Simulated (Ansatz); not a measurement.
The same molecule with X = O, S, Se, Te. Ansatz, PBE0-D4/def2-TZVP geometries, multiplicity 1. Each molecule was computed in one conformer, which needn't be the lowest.

Elements past krypton have def2 core potentials. Scalar relativity is left out up to krypton.

| X | molecule | mean X–C bond length / Å | mean X–H bond length / Å | HOMO–LUMO gap (B3LYP/def2-TZVPP) / eV | LUMO energy (PBE0/def2-TZVPP) / eV | LUMO energy (ωB97M-V/def2-TZVPP) / eV |
| --- | --- | --- | --- | --- | --- | --- |
| O | `C=NCO` | 1.397 | 0.963 | 6.61 | -0.64 | 1.59 |
| S | `C=NCS` | 1.811 | 1.343 | 5.74 | -0.76 | 1.47 |
| Se | `C=NC[SeH]` | 1.957 | 1.469 | 5.33 | -0.88 | 1.27 |

(1) Give the row for X = Te, `C=NC[TeH]`. (Best estimate.)

Results:

(1) Ansatz gave: 
```csv
X,molecule,mean X–C bond length / Å,mean X–H bond length / Å,HOMO–LUMO gap (B3LYP/def2-TZVPP) / eV,LUMO energy (PBE0/def2-TZVPP) / eV,LUMO energy (ωB97M-V/def2-TZVPP) / eV
Te,`C=NC[TeH]`,2.193,1.658,5.09,-0.73,1.11
```

From O to Te the mean X–C bond length rises at each step, by 0.796 Å in all; the mean X–H bond length rises at each step, by 0.695 Å in all; the HOMO–LUMO gap (B3LYP/def2-TZVPP) falls at each step, by 1.52 eV in all; the LUMO energy (PBE0/def2-TZVPP) isn't monotonic: highest at O, lowest at Se; the LUMO energy (ωB97M-V/def2-TZVPP) falls at each step, by 0.48 eV in all. Bonds lengthen as the atom grows down the group.

B3LYP here is the variant with VWN-RPA as its local correlation; programs differ in this.

Spin–orbit coupling is left out; it splits and shifts lone-pair levels of the heavy atoms by tenths of an eV.
